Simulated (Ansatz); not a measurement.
Cost and result for the atomization energy of C3H9AlFN, SMILES `CC(C)[NH][AlH][F]` (15 atoms, 14 bonds).

```xyz
15

C    -1.672    0.033    0.317
C    -0.247    0.318   -0.136
C     0.274    1.610    0.475
N     0.635   -0.801    0.154
Al    1.529   -1.781   -1.000
F     2.474   -3.003   -0.416
H    -1.705   -0.109    1.402
H    -2.342    0.860    0.068
H    -2.054   -0.876   -0.152
H    -0.259    0.442   -1.227
H     1.282    1.829    0.119
H     0.313    1.526    1.566
H    -0.373    2.456    0.229
H     0.697   -0.980    1.147
H     1.450   -1.524   -2.548
```

Charge 0, multiplicity 1. The structure was optimised at the PBE0-D4/def2-TZVP level. It is one conformer, not always the lowest. Program: Ansatz. All runs use 2 threads of an AMD EPYC 7R13 on a shared host and a share of an NVIDIA H100 80 GB. Times are those of one run each, without the atoms' runs, and a repeat can differ threefold. Electronic energies, without spin–orbit coupling; frozen cores. CCSD(T)/CBS adds CCSD(T) − MP2 in def2-TZVPP to the MP2 limit, and its time is that of the two runs behind it. T1 = 0.011. B3LYP takes the VWN-RPA correlation (the form of Gaussian; ORCA's B3LYP/G).

CCSD(T)/CBS is a level of theory with its own doubt, some kJ/mol a heavy atom from the limit and from the frozen cores, so smaller differences don't rank the functionals.

```csv
level,functions,wall time
PBE-D4/def2-TZVPP (with forces),323,15 s
MP2/def2-QZVPP,625,22 s
PBE0-D4/def2-TZVPP,323,22 s
CCSD(T)/def2-TZVPP,323,22 s
r2SCAN-D4/def2-TZVPP (with forces),323,31 s
B2PLYP/def2-TZVPP,323,31 s
B3LYP-D4/def2-TZVPP (with forces),323,32 s
ωB97M-V/def2-TZVPP (with forces),323,35 s
CCSD(T)/CBS(def2),–,44 s
ωB97X-V/def2-TZVPP,323,75 s
```

**Question.** What atomization energy does each give, and how far from CCSD(T)/CBS? (Best estimate.)

**Answer.** Computed: 
```json
{"level": "PBE-D4/def2-TZVPP (with forces)", "atomization (kcal/mol)": "1390.9", "difference from CCSD(T)/CBS": "17.6", "per bond": "1.3"}
{"level": "MP2/def2-QZVPP", "atomization (kcal/mol)": "1379.0", "difference from CCSD(T)/CBS": "5.7", "per bond": "0.4"}
{"level": "PBE0-D4/def2-TZVPP", "atomization (kcal/mol)": "1370.8", "difference from CCSD(T)/CBS": "-2.5", "per bond": "-0.2"}
{"level": "CCSD(T)/def2-TZVPP", "atomization (kcal/mol)": "1339.5", "difference from CCSD(T)/CBS": "-33.8", "per bond": "-2.4"}
{"level": "r2SCAN-D4/def2-TZVPP (with forces)", "atomization (kcal/mol)": "1371.5", "difference from CCSD(T)/CBS": "-1.8", "per bond": "-0.1"}
{"level": "B2PLYP/def2-TZVPP", "atomization (kcal/mol)": "1358.6", "difference from CCSD(T)/CBS": "-14.7", "per bond": "-1.1"}
{"level": "B3LYP-D4/def2-TZVPP (with forces)", "atomization (kcal/mol)": "1371.6", "difference from CCSD(T)/CBS": "-1.7", "per bond": "-0.1"}
{"level": "ωB97M-V/def2-TZVPP (with forces)", "atomization (kcal/mol)": "1374.7", "difference from CCSD(T)/CBS": "1.4", "per bond": "0.1"}
{"level": "CCSD(T)/CBS(def2)", "atomization (kcal/mol)": "1373.3", "difference from CCSD(T)/CBS": "0.0", "per bond": "0.0"}
{"level": "ωB97X-V/def2-TZVPP", "atomization (kcal/mol)": "1374.2", "difference from CCSD(T)/CBS": "0.9", "per bond": "0.1"}
```

From PBE to PBE0 (25 % exact exchange), in def2-TZVPP and without D4, the atomization energy moves by −19.1 kcal/mol: exact exchange takes away binding that semilocal exchange gives to molecules. The D4 term adds +11.1 kcal/mol with B3LYP and +5.9 kcal/mol with PBE0; it sums over pairs of atoms, weighted by their polarisabilities, and B3LYP, whose exchange is more repulsive, gets the larger term. In def2-TZVPP, CCSD(T) changes the Hartree–Fock value by +322.2 kcal/mol (the triples alone add +17.2 kcal/mol) and MP2 by +341.3 kcal/mol; breaking electron pairs costs correlation energy, which Hartree–Fock lacks.
